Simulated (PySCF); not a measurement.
C2H7AlClN, SMILES C[N](C)[AlH][Cl]. Atoms are numbered in the order given.

```xyz
12

Al     0.8531     0.3785     0.0000
H      2.4222     0.3848     0.0000
Cl    -0.2528     2.1817     0.0000
N     -0.0592    -1.1466     0.0000
C     -1.5070    -1.2487     0.0000
C      0.6016    -2.4389     0.0000
H     -1.8767    -1.7944    -0.8908
H     -1.8767    -1.7944     0.8908
H     -1.9689    -0.2504     0.0000
H      0.3288    -3.0394     0.8908
H      0.3288    -3.0394    -0.8908
H      1.6975    -2.3234     0.0000
```
Charge 0, spin multiplicity 1.

Coordinates come from a B3LYP-D3(BJ)/def2-SVP optimisation. The structure was generated by enumeration; whether it is a known compound was not checked. One conformer was computed; it need not be the lowest.

Computed with PBE/def2-TZVP run with PySCF.

Symmetry labels are those of the subgroup Cs that the program uses (full group Cs).

Computed valence orbital energies around the gap with their symmetry:
```tsv
orbital	symmetry	energy (eV)
HOMO−7	A'	-9.92
HOMO−6	A"	-9.48
HOMO−5	A'	-9.06
HOMO−4	A'	-8.39
HOMO−3	A'	-8.05
HOMO−2	A"	-7.86
HOMO−1	A'	-7.47
HOMO	A"	-5.42
LUMO	A"	-1.36
LUMO+1	A'	-0.66
LUMO+2	A'	0.16
LUMO+3	A'	0.84
```
